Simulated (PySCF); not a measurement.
## Arsenic: a sound run and one with changed settings

Sound run: As [Ar] 3d10 4s2 4p3, As+ [Ar] 3d10 4s2 4p2. Calculation: PySCF 2.14, in pcseg-2 (6s5p3d1f, 43 functions); no relativity, point nucleus. The sound run starts from symmetry-adapted Hartree-Fock orbitals and uses a fine grid where one is needed.

Changed run: radial step 0.8 in ln r (0.13 in the sound run). This setting is unsound on purpose.

| species | method | sound run (hartree) | changed run (hartree) | converged |
| --- | --- | --- | --- | --- |
| As | UHF | -2234.20944 | -2234.20944 | yes |
| As | M06-L | -2235.75978 | -2236.28085 | yes |
| As | TPSS | -2235.80145 | -2236.24379 | yes |
| As+ | UHF | -2233.86205 | -2233.86205 | yes |
| As+ | M06-L | -2235.40519 | -2235.87662 | yes |
| As+ | TPSS | -2235.43532 | -2235.85625 | yes |

Ionisation energy of As:

```json
{"method": "UHF", "sound run (eV)": "9.453", "changed run (eV)": "9.453"}
{"method": "M06-L", "sound run (eV)": "9.649", "changed run (eV)": "11.000"}
{"method": "TPSS", "sound run (eV)": "9.963", "changed run (eV)": "10.545"}
```

A coarse radial grid mis-integrates the density and the exchange-correlation energy, with errors of either sign; Hartree-Fock needs no grid.

For comparison, NIST gives 9.789 eV between the lowest levels.
